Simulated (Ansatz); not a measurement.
Start from `C[Se]CC#N` and change one element to get `COCC#N`.

Ansatz, PBE0-D4/def2-TZVP geometries, multiplicity 1. Each molecule was computed in one conformer, which needn't be the lowest.

Scalar relativity is left out up to krypton.

| property | `C[Se]CC#N` |
| --- | --- |
| LUMO energy (B3LYP/def2-TZVPP) / eV | -0.87 |
| HOMO energy (PBE0/def2-TZVPP) / eV | -6.77 |
| size of the dipole moment (PBE/def2-TZVPP) / D | 3.12 |
| HOMO–LUMO gap (PBE0/def2-TZVPP) / eV | 6.14 |
| LUMO energy (ωB97M-V/def2-TZVPP) / eV | 1.35 |
| size of the dipole moment (ωB97M-V/def2-TZVPP) / D | 3.17 |

Task: What does the change do to each property? (Best estimate.)

Result: The calculation gave: 
```json
{"property": "LUMO energy (B3LYP/def2-TZVPP) / eV", "`COCC#N`": "-0.22", "shift": "0.65"}
{"property": "HOMO energy (PBE0/def2-TZVPP) / eV", "`COCC#N`": "-8.49", "shift": "-1.72"}
{"property": "size of the dipole moment (PBE/def2-TZVPP) / D", "`COCC#N`": "3.18", "shift": "0.06"}
{"property": "HOMO–LUMO gap (PBE0/def2-TZVPP) / eV", "`COCC#N`": "8.55", "shift": "2.41"}
{"property": "LUMO energy (ωB97M-V/def2-TZVPP) / eV", "`COCC#N`": "2.10", "shift": "0.75"}
{"property": "size of the dipole moment (ωB97M-V/def2-TZVPP) / D", "`COCC#N`": "3.23", "shift": "0.06"}
```

With PBE0 the HOMO falls by 1.72 eV and the LUMO rises by 0.69 eV, so the gap widens by about 2.41 eV. PBE moves the HOMO by -1.24 eV and ωB97M-V by -1.94 eV. Dipoles are sizes alone; their direction can turn.

B3LYP here is the variant with VWN-RPA as its local correlation; programs differ in this.

Spin–orbit coupling is left out; it splits and shifts lone-pair levels of the heavy atoms by tenths of an eV.
